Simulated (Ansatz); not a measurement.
Input file for Ansatz (an electronic-structure program): R-B3LYP-D3(BJ)/def2-SVP on NH3 (SMILES N).

Ansatz 0.2 input:
```yaml
crystal:
  periodic: [false, false, false]
  atoms:
    - {symbol: N, position_ang: [0.00000000, -0.00000000, 0.29120000]}
    - {symbol: H, position_ang: [0.00000000, 0.93970000, -0.09710000]}
    - {symbol: H, position_ang: [0.81380000, -0.46990000, -0.09710000]}
    - {symbol: H, position_ang: [-0.81380000, -0.46990000, -0.09710000]}
basis:
  gaussian:
    orbitals: def2-SVP
hamiltonian:
  xc: b3lyp
  dispersion: d3bj
relax: {f_tol: 0.004, max_steps: 120}
scf: {lower_state_search: off}
```

It printed:

```
WARN ansatz: RAYON_NUM_THREADS=4 ignored (pool sized by the plan → 4); use --threads N
Functional definition: B3LYP
these checks for a lower state are left out or cut short: stability, starts, cluster_reference, orbital_swaps, neighbouring_geometries, increment
integrals: 0.00 GiB planned
322 factors; integrals over basis functions are off by at most 2.7e-4 eV
mean field: 0.06 GiB planned
mean field evaluation 1: about -1532.6075 eV, gradient 5.1e1 eV
mean field evaluation 2: about -1528.2149 eV, gradient 6.6e1 eV
mean field evaluation 4: about -1537.6980 eV, gradient 1.6e-1 eV
mean field evaluation 8: about -1537.6979 eV, gradient 1.6e-3 eV
mean field -1537.69787565 eV, -56.5093546412 hartree, gradient 7.2e-6 eV, S^2 0.000000; 0 other end points of the search recorded, 0 dependent functions left out
the calculation of the forces begins
reference -1537.69803155 eV, -56.5093603702 hartree; 5, 5 occupied and 24, 24 virtual orbitals, 322 factors
relax step   1: F+E_penalty+E_count = -1537.73105639 eV  Δ(F+E_penalty+E_count) = +0.000e0 eV  max|allowed force component| = 3.597e-1 eV/Å  Δτ_max = 0.0000 Å  (12 SCF iters, accepted)
these checks for a lower state are left out or cut short: stability, starts, cluster_reference, orbital_swaps, neighbouring_geometries, increment
integrals: 0.00 GiB planned
322 factors; integrals over basis functions are off by at most 2.7e-4 eV
mean field: 0.06 GiB planned
mean field evaluation 16: about -1537.7002 eV, gradient 5.8e-4 eV
mean field -1537.69996307 eV, -56.5094313525 hartree, gradient 2.8e-6 eV, S^2 0.000000; 0 other end points of the search recorded, 0 dependent functions left out
the calculation of the forces begins
reference -1537.70011878 eV, -56.5094370745 hartree; 5, 5 occupied and 24, 24 virtual orbitals, 322 factors
relax step   2: F+E_penalty+E_count = -1537.73314390 eV  Δ(F+E_penalty+E_count) = -2.088e-3 eV  max|allowed force component| = 1.874e-1 eV/Å  Δτ_max = 0.0050 Å  (16 SCF iters, accepted)
these checks for a lower state are left out or cut short: stability, starts, cluster_reference, orbital_swaps, neighbouring_geometries, increment
integrals: 0.00 GiB planned
322 factors; integrals over basis functions are off by at most 2.8e-4 eV
mean field: 0.06 GiB planned
mean field -1537.70094904 eV, -56.5094675860 hartree, gradient 2.7e-6 eV, S^2 0.000000; 0 other end points of the search recorded, 0 dependent functions left out
the calculation of the forces begins
reference -1537.70110429 eV, -56.5094732915 hartree; 5, 5 occupied and 24, 24 virtual orbitals, 322 factors
relax step   3: F+E_penalty+E_count = -1537.73413231 eV  Δ(F+E_penalty+E_count) = -9.884e-4 eV  max|allowed force component| = 2.621e-2 eV/Å  Δτ_max = 0.0079 Å  (16 SCF iters, accepted)
these checks for a lower state are left out or cut short: stability, starts, cluster_reference, orbital_swaps, neighbouring_geometries, increment
integrals: 0.00 GiB planned
322 factors; integrals over basis functions are off by at most 2.8e-4 eV
mean field: 0.06 GiB planned
mean field evaluation 32: about -1537.7009 eV, gradient 1.7e-1 eV
mean field -1537.70101334 eV, -56.5094699491 hartree, gradient 1.2e-6 eV, S^2 0.000000; 0 other end points of the search recorded, 0 dependent functions left out
the calculation of the forces begins
reference -1537.70116845 eV, -56.5094756492 hartree; 5, 5 occupied and 24, 24 virtual orbitals, 322 factors
relax step   4: F+E_penalty+E_count = -1537.73419829 eV  Δ(F+E_penalty+E_count) = -6.597e-5 eV  max|allowed force component| = 2.940e-3 eV/Å  Δτ_max = 0.0021 Å  (12 SCF iters, accepted)
Total energy: -1537.73435339 eV, -56.5106951735 hartree
Atom 0 at     0.000000    -0.000024     0.306271 Å, force     0.000000     0.000071     0.000170 eV/Å
Atom 1 at     0.000000     0.937475    -0.102130 Å, force     0.000000     0.002940    -0.000036 eV/Å
Atom 2 at     0.811901    -0.468775    -0.102120 Å, force     0.002574    -0.001506    -0.000067 eV/Å
Atom 3 at    -0.811901    -0.468775    -0.102120 Å, force    -0.002574    -0.001506    -0.000067 eV/Å
Dipole moment:    -0.000000    -0.000002    -0.365861 e Å
Checks for a lower state left out: stability, starts, cluster_reference, orbital_swaps, neighbouring_geometries, increment
```

Self-consistency was reached.

Cost: very roughly 2.3 core-seconds.
